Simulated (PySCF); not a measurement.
Computed shifts of a molecule CH8ClFSi3, PBE/pcSseg-1 in PySCF, GIAO, gas phase, atoms alike by connectivity averaged where their shifts nearly agree, in ppm (number of nuclei): ¹³C: 2.6 (1). ²⁹Si: 25.4 (1), 7.2 (1), -113.5 (1). ¹⁹F: -286.0 (1). ¹H: 6.48 (1), 5.89 (1), 3.97 (3), 1.09 (3). References: ¹³C against TMS (σ = 182.0 ppm); ²⁹Si against TMS (σ = 335.4 ppm); ³⁵Cl against HCl (σ = 936.5 ppm); ¹⁹F against CFCl3 (σ = 133.6 ppm); ¹H against TMS (σ = 31.49 ppm), references at their B3LYP-D3(BJ)/def2-TZVP geometries, non-relativistic (without spin–orbit terms, shifts of atoms bonded to Cl or Br come out too high). The structure is a stationary point at B3LYP-D3(BJ)/def2-SVP. Other conformers were not sampled.

### Question
Pick the molecule that these values belong to.
(A) C[Si@H](Cl)[Si@@H](F)[SiH3]
(B) FC[Si]([SiH3])([SiH3])Cl
(C) FC[SiH2][Si@@H]([SiH3])Cl
(D) C[Si@]([SiH3])(Cl)[SiH2]F

### Answer
A, C[Si@H](Cl)[Si@@H](F)[SiH3]
